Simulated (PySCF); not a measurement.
## Ga (gallium, neutral) across methods

[Ar] 3d10 4s2 4p1, 2P determinant. Computed with PySCF 2.14 in x2c-QZVPPall with one added diffuse shell each of s, p, d, f type (12s8p6d5f1g, 110 functions), with the spin-free X2C one-electron Hamiltonian (Gaussian nucleus).

```
 method  E (hartree)  mean ε 4s α (eV)  mean ε 4s β (eV)  mean ε 4p α (eV)  Σ⟨r²⟩ (bohr²)   ⟨S²⟩
    PBE    -1943.624            -9.134            -8.558            -2.942          39.93  0.752
  M06-L    -1943.809            -9.115            -8.476            -2.813          39.08  0.752
    LDA    -1940.758            -9.372            -8.852            -2.937          39.65  0.751
    UHF  -1942.23070           -12.669           -11.008            -5.822          40.40  0.763
LC-wPBE    -1943.657           -13.058           -11.941            -6.066          38.80  0.757
r2SCANh    -1943.845            -9.797            -9.084            -3.489          39.19  0.756
   PBE0    -1943.631           -10.196            -9.384            -3.767          39.60  0.754
```

**Question.** Estimate the same row for r2SCAN.

**Answer.** E (hartree) = -1943.863; mean ε 4s α (eV) = -9.393; mean ε 4s β (eV) = -8.760; mean ε 4p α (eV) = -3.188; Σ⟨r²⟩ (bohr²) = 39.19; ⟨S²⟩ = 0.756.
